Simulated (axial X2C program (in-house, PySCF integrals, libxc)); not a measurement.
**Which molecule has these constants?**

All values come from calculations with an in-house all-electron X2C program for linear molecules (integrals from PySCF), spin-free (one-electron X2C) or two-component (2c: spin–orbit coupling with atomic mean-field Coulomb and Gaunt terms, which also bring small scalar terms), in Dyall basis sets with cores contracted in-house; open shells are unrestricted.

A two-component CCSD(T) calculation in a Dyall 3-zeta basis gave Re = 3.336 Å, ωe = 211.4 cm⁻¹, De = 0.75 eV, Ω = 0.

Question: Which molecule is it?
A. LiCr
B. LiZn
C. LiBr
D. LiK
E. LiCa

Answer: D. The others have LiCa 3.394 Å and 192.8 cm⁻¹ (Ω = 1/2); LiCr 2.606 Å and 312.2 cm⁻¹ (Ω = 5/2); LiBr 2.194 Å and 552.8 cm⁻¹ (Ω = 0); LiZn 3.129 Å and 103.9 cm⁻¹ (Ω = 1/2).

Frozen shells (counts by l): LiK K 2s1p, Li 1s, 10 electrons correlated; LiCa Ca 2s1p, Li 1s, 11 electrons correlated; LiCr Cr 3s2p, Li 1s, 7 electrons correlated; LiBr Br 3s2p1d, Li 1s, 8 electrons correlated; LiZn Zn 3s2p, Li 1s, 13 electrons correlated. Coupled cluster in natural virtuals with an MP2 remainder. Where the outer core of a metal is frozen, bonds come out longer and ionisation energies lower.

Each entry is the lowest single determinant of a limited PBE0 search at one distance. De goes to single-determinant-based atoms at the same level (for ions the charge split of lowest energy) and is withheld (n/a) where an atom does not fit its ground term or J level. Main or longest-lived isotopes. One determinant is a doubtful description, or other states lie close, for LiCa, LiCr; these need not be ground states, and all values refer to the states named. With several unpaired electrons the Ω given is that of one determinant, not necessarily of the lowest component.
